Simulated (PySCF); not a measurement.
Cl2OTi, SMILES [O]=[Ti]([Cl])[Cl] (connectivity only; charge and spin as stated), charge -1, multiplicity 2. Coordinates come from a PBE-D3(BJ)/def2-SVPD optimisation. The multiplicity is an assumed one; other spin states were not compared. The isomer is the one that the SMILES or the coordinates give; other isomers of the formula were not compared.

The numbers are results of PBE-D3(BJ)/def2-SVPD (PySCF), not measurements.

Harmonic wavenumbers (cm⁻¹): 88, 95, 181, 284, 391, 966. Rotational constants (GHz): 4.766, 1.622, 1.210; symmetry number 2.

Question: Work out the zero-point energy and the ideal-gas rigid-rotor harmonic-oscillator thermochemistry at 298.15 K and 1 atm.

Answer: ZPE = ½ Σ hcν = ½ × 2006 cm⁻¹ = 12.00 kJ/mol. H − E(el) = 29.51 kJ/mol. Entropy in J/(mol K): translation 169.90, rotation 111.10, vibration 50.93, spin 5.76, total 337.70. G − E(el) = -71.18 kJ/mol. Cp = 72.52 J/(mol K). Modes under 150 cm⁻¹ make the vibrational entropy uncertain.
